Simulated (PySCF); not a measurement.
## Substituent chemical shifts

Parent skeleton `[SiH3:1][CH2:2][CH2:3][C:4]1=[CH:5][SiH2:6][CH2:7]1`; one hydrogen on atom 7 is replaced by X. Hydrogens on one atom are averaged.

Calculated, not measured (PySCF 2.14.0 with density-fitted response routines): shieldings: GIAO PBE0/pcSseg-1, GFN2-xTB geometry. Averaged over atoms made equivalent by symmetry, fast rotation or ring inversion, relativity neglected, no solvent, one conformer.

Chemical shifts δ = σref − σ; ²⁹Si (σ = 349.16 ppm) and ¹³C (σ = 186.93 ppm) and ¹H (σ = 31.72 ppm) vs TMS, all at this level.

Parent (X = H): Si1 -69.3, C2 11.7, C3 38.5, C4 180.6, C5 131.4, Si6 -54.4, C7 19.0, H(Si1) 3.88, H(C2) 0.97 ppm. Effects are Δδ = δ(X) − δ(H), positive for deshielding.

**Question.** Order these by the shift of C5, most shielded first.
A. X = ethynyl
B. X = F
C. X = CH2NH2

**Answer.** C (-2.2 ppm), A (+1.4 ppm), B (+8.6 ppm).
